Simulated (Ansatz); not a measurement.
```yaml
crystal:
  periodic: [false, false, false]
  atoms:
    - {symbol: Si, position_ang: [-1.191244, -2.146646, 0.063736]}
    - {symbol: C, position_ang: [-0.299552, -0.550536, 0.062244]}
    - {symbol: C, position_ang: [0.296041, 0.507363, 0.053034]}
    - {symbol: Si, position_ang: [1.188043, 2.090269, 0.054782]}
    - {symbol: Cl, position_ang: [1.449073, 2.731922, -1.873913]}
    - {symbol: H, position_ang: [-2.503342, -1.966345, 0.730069]}
    - {symbol: H, position_ang: [-1.389240, -2.585220, -1.338397]}
    - {symbol: H, position_ang: [-0.383183, -3.147951, 0.800377]}
    - {symbol: H, position_ang: [2.519891, 1.909590, 0.670387]}
    - {symbol: H, position_ang: [0.396715, 3.106354, 0.780583]}
basis:
  gaussian: {orbitals: "6-31++G**"}
magnetization: {spin_polarized: true, initial_magnetization: 0}
hamiltonian: {xc: {name: HF}}
correlation: {method: mp2, frozen_orbitals: {Si: 9}}
output: {forces: true}
```

```sh
$ ansatz run in.yaml --threads 2 --pin off --events-out ev --progress --plain --max-ram 32768MiB --backend cpu
```

Shortened log:

```
Functional definition: HF
Error: "frozen_orbitals" has no count for C
```

Problem. Something in this input is off. What?

Solution. Frozen orbitals are typed for one element alone, and the program wants a count for each. The program refused the input.
